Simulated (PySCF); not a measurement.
# Computed structure and properties of Yb(CH3)2

System: Yb(CH3)2 (singlet in the valence; each metal's 4f electrons, 14 of them, lie in its core potential, out of spins and levels); start: template (C2v). Method: PySCF 2.14.0, RKS PBE0, Yb lcecp-0-SVP with ECP60, C def2-SVP, H def2-SVP; non-relativistic Hamiltonian with scalar-relativistic core potentials where named; density fitting; no spin-orbit coupling.

Input of the relaxation:

```python
mol = gto.M(atom='''
Yb     0.00000    -0.00000    -0.15745
C      2.32170    -0.00000     0.88155
H      3.07310    -0.00000     0.09195
H      2.44340     0.89000     1.49905
H      2.44340    -0.89000     1.49905
C     -2.32170     0.00000     0.88155
H     -3.07310     0.00000     0.09195
H     -2.44340    -0.89000     1.49905
H     -2.44340     0.89000     1.49905''',
    basis={'Yb': 'lcecp-0-SVP', 'C': 'def2-SVP', 'H': 'def2-SVP'},
    ecp={'Yb': 'lcecp-0-SVP'},
    charge=0, spin=0)
mf = dft.RKS(mol, xc='PBE0')
mf.grids.atom_grid = (50, 194)  # f atoms: unpruned, at least (60, 302)
mf = mf.density_fit()  # fitting sets: Yb AutoAux, C def2-universal-JKFIT, H def2-universal-JKFIT
mf.conv_tol = 1e-08; mf.max_cycle = 55
mf.kernel(dm0)  # dm0: converged density of the start geometry
# quasi-Newton relaxation in Cartesian coordinates to a largest gradient under 0.00045 Eh/bohr, steps kept in the point group
```

Run from Python with OMP_NUM_THREADS=2; the lines above give its settings. Where DIIS fails, smearing, a level shift and second-order steps follow.
It took 60 s on 2 threads of Intel(R) Xeon(R) Platinum 8488C (Sapphire Rapids) (shared host), from the converged density of the start.

Course of the relaxation:

```csv
step,energy above end (eV),largest force component within the symmetry (eV/Å)
0,0.0979,1.029
1,0.0440,0.418
2,0.0240,0.112
3,0.0214,0.082
4,0.0170,0.054
5,0.0129,0.080
6,0.0078,0.164
7,0.0049,0.164
8,0.0020,0.080
9,0.0008,0.057
10,0.0003,0.030
11,0.0001,0.043
12,0.0000,0.008
```

Relaxed geometry (C2v):

```xyz
9

Yb    0.0000    0.0000   -0.4776
C     2.1213    0.0000    0.8417
H     3.0702    0.0000    0.2719
H     2.1591    0.8834    1.5090
H     2.1591   -0.8834    1.5090
C    -2.1213    0.0000    0.8417
H    -3.0702    0.0000    0.2719
H    -2.1591   -0.8834    1.5090
H    -2.1591    0.8834    1.5090
```

```tsv
contact	Å
Yb1–C2 (CH3)	2.498
Yb1–C6 (CH3)	2.498
```

On the finer grid (75, 302):

| Quantity | Value |
| --- | --- |
| HOMO | not given (4f levels lie in the core) |
| LUMO | not given (4f levels lie in the core) |
| Dipole about the centre of mass | 5.56 D |
| Set of Mulliken populations of Yb1 outside the core potential | s 2.57, p 6.21, d 0.49, f 0.00 |
| D3(BJ) dispersion energy (not in the energies) | -0.115 eV |

```
atom  Mulliken (e)  Löwdin (e)  spin (e)
 Yb1          0.73        0.71      0.00
  C2         -0.52       -0.44      0.00
  H3          0.04        0.03      0.00
  H4          0.06        0.03      0.00
  H5          0.06        0.03      0.00
  C6         -0.52       -0.44      0.00
  H7          0.04        0.03      0.00
  H8          0.06        0.03      0.00
  H9          0.06        0.03      0.00
```

The 4f levels lie in the core potential and are missing.

On the grid (50, 194), as all that follows. Harmonic modes: a minimum within the noise of the softest modes; lowest 42 cm⁻¹ (negative: unstable), highest 3096 cm⁻¹, zero-point energy 1.777 eV.

Taking off one CH3 (charge -1, singlet; the rest: singlet) in vacuum, both parts rigid, costs 8.28 eV; the small basis without counterpoise inflates it. Most of it is the attraction of opposite charges; other ways to part are cheaper, and one spin state was tried for the rest.

Rigid scan of CH3 along the line from its metal:

| distance to C2 (Å) | energy (eV) |
| --- | --- |
| 2.20 | 0.415 |
| 2.30 | 0.164 |
| 2.40 | 0.037 |
| 2.50 | 0.000 |
| 2.60 | 0.028 |
| 2.70 | 0.102 |
| 2.90 | 0.335 |
| 3.20 | 0.776 |
| 3.60 | 1.371 |
| 4.10 | 2.002 |

One start shape was tried, so this needn't be the lowest isomer.

An lcecp potential fixes the number of 4f electrons, so in runs with it no electron can move into or out of that shell.
